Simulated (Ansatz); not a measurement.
Kohn–Sham single points on CH₄AlFS (`C[S][AlH][F]`).

```yaml
crystal:
  periodic: [false, false, false]
  atoms:
    - {symbol: C, position_ang: [-0.688456, 1.158512, -0.202888]}
    - {symbol: S, position_ang: [-1.138168, -0.498178, 0.415321]}
    - {symbol: Al, position_ang: [0.785445, -1.464629, 0.261975]}
    - {symbol: F, position_ang: [0.905840, -3.040806, 0.722624]}
    - {symbol: H, position_ang: [0.365838, 1.223393, -0.475160]}
    - {symbol: H, position_ang: [-1.294456, 1.378821, -1.080251]}
    - {symbol: H, position_ang: [-0.898406, 1.889898, 0.575899]}
    - {symbol: H, position_ang: [2.054563, -0.704010, -0.273319]}
basis:
  gaussian: {orbitals: def2-TZVPP}
hamiltonian: {xc: lda}
output: {orbitals: {seedname: orbitals}}
```

```sh
$ ansatz run in.yaml --threads 2 --pin off --events-out ev --progress --plain --max-ram 31744MiB --backend cpu
```

It prints (some lines left out):

```
Functional definition: SPW92
1125 factors; their error is unknown
mean field evaluation 1: about -21153.2764 eV, gradient 6.8e1 eV
mean field evaluation 2: about -21128.6406 eV, gradient 1.3e2 eV
mean field evaluation 4: about -21162.6187 eV, gradient 1.1e1 eV
mean field evaluation 8: about -21162.8524 eV, gradient 1.8e-1 eV
mean field evaluation 16: about -21162.8368 eV, gradient 1.2e-4 eV
mean field -21162.83675120 eV, -777.7199059206 hartree, gradient 2.2e-5 eV, S^2 0.000000; 0 other end points of the search recorded, 0 dependent functions left out
reference -21162.83679055 eV, -777.7199073668 hartree; 24, 24 occupied and 178, 178 virtual orbitals, 1125 factors
Total energy: -21162.83679055 eV, -777.7199073668 hartree
```

Run time 1.2 s (2 threads of a server CPU on a shared host); peak host memory 0.38 GiB.

The same input with `hamiltonian: {xc: pbe, dispersion: d4}` and forces (abridged; 2.1 s):

```
Functional definition: PBE
mean field evaluation 16: about -21244.0949 eV, gradient 4.5e-4 eV
mean field -21244.09488369 eV, -780.7060872110 hartree, gradient 2.1e-5 eV, S^2 0.000000
Total energy: -21244.24823225 eV, -780.7117226665 hartree
Atom 0 force     0.015826     0.040736    -0.017314 eV/Å
Atom 1 force    -0.278603    -0.162546     0.116449 eV/Å
Atom 2 force     0.063056     0.328914    -0.117085 eV/Å
Atom 3 force     0.038155    -0.501316     0.146469 eV/Å
Atom 4 force     0.218497     0.019725    -0.057948 eV/Å
Atom 5 force    -0.119123     0.051200    -0.179777 eV/Å
Atom 6 force    -0.039424     0.154124     0.154566 eV/Å
Atom 7 force     0.101617     0.069163    -0.045359 eV/Å
Dipole moment:     0.062013     0.502434    -0.170133 e Å
```

The same input with `hamiltonian: {xc: hse06, dispersion: d4}` (abridged; 2.7 s):

```
Functional definition: HSE06
mean field evaluation 16: about -21245.2801 eV, gradient 2.3e-5 eV
mean field -21245.28011754 eV, -780.7496437514 hartree, gradient 2.3e-5 eV, S^2 0.000000
Total energy: -21245.40143451 eV, -780.7541020679 hartree
```

Changing it to `hamiltonian: {xc: {name: r2SCANh}, dispersion: d4}` (abridged; 4.1 s):

```
Functional definition: r2SCANh
mean field evaluation 16: about -21253.1701 eV, gradient 5.5e-5 eV
mean field -21253.17014681 eV, -781.0395969790 hartree, gradient 7.8e-6 eV, S^2 0.000000
Total energy: -21253.20844437 eV, -781.0410043884 hartree
```

With the line `hamiltonian: {xc: {name: LC-wPBE}}` (abridged; 2.2 s):

```
Functional definition: LC-wPBE
mean field evaluation 16: about -21249.2140 eV, gradient 3.3e-5 eV
mean field -21249.21396490 eV, -780.8942099757 hartree, gradient 3.3e-5 eV, S^2 0.000000
Total energy: -21249.21396491 eV, -780.8942099760 hartree
```

With the line `hamiltonian: {xc: {name: wB97X-V}}` (abridged; 6 s):

```
Functional definition: wB97X-V
mean field evaluation 16: about -21252.7448 eV, gradient 3.7e-5 eV
mean field -21252.74478669 eV, -781.0239652829 hartree, gradient 3.7e-5 eV, S^2 0.000000
Total energy: -21252.74478460 eV, -781.0239652064 hartree
```

HSE06 is the plane-wave form, built on full-range PBE exchange.
